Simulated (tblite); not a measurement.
Compound: C3H13OPSi2.
Structure used (GFN2-xTB), in Å, numbered top down from 1:
```
atom  x, y, z in Å
C1     2.7663    0.5457    0.9448
C2     1.7818    0.7071   -0.2020
O3     0.4880    0.3892    0.2400
Si4   -0.7800   -0.1739   -0.6218
C5    -0.5262   -2.0082   -1.1270
Si6   -2.4699    0.1461    0.9334
P7    -0.7655    0.9236   -2.6103
H8     2.4711    1.1801    1.7763
H9     2.7727   -0.4871    1.2831
H10    3.7658    0.8215    0.6205
H11    1.7786    1.7437   -0.5631
H12    2.0647    0.0609   -1.0401
H13   -1.4109   -2.4070   -1.6150
H14   -0.3259   -2.6252   -0.2551
H15    0.3067   -2.1276   -1.8173
H16   -2.6330    1.5372    1.3676
H17   -2.2908   -0.6574    2.1449
H18   -3.7595   -0.2562    0.3596
H19   -1.1888    2.1310   -2.0808
H20   -2.0505    0.5670   -2.9700
```

All values are computed: GFN2-xTB (tblite) harmonic vibrations without scaling, gas phase. This tight-binding method is rough: wavenumbers can miss measured ones by several per cent, in bad cases by 10 to 20. Modes of hydrogen on phosphorus and silicon can be 10 to 20 % off. One conformer, not necessarily the lowest. The optimisation stopped once no atom felt more than 0.01 eV/Å.

Lowest wavenumbers of the output (negative numbers stand for imaginary wavenumbers):
```
mode    cm-1
  1     -49.6
  2      17.1
  3      38.4
  4      77.4
  5      80.6
  6      88.8
  7      97.7
  8     121.1
  9     147.2
 10     191.1
```

Question: Is this structure a minimum?

Answer: Not by this Hessian. 1 mode is imaginary beyond 20i (50i cm⁻¹), so at this level the point lies at or near a first-order saddle. The curvature is small, so loose convergence or finite differences may be the whole cause.

Question: Which atoms move in the imaginary mode?

Answer: 50i: C1 (methyl carbon) 27 %, C2 (sp3 carbon bound to oxygen) 16 %, H9 (methyl hydrogen) 11 %, H8 (methyl hydrogen) 10 %. These are shares of the mass-weighted motion.

Question: What is the remedy?

Answer: Step along that mode in both directions, optimise again with tighter thresholds and repeat the frequencies. The zero-point energy of this point (92.6 kcal/mol) counts the 53 real modes alone, and thermal corrections from it aren't those of a minimum.
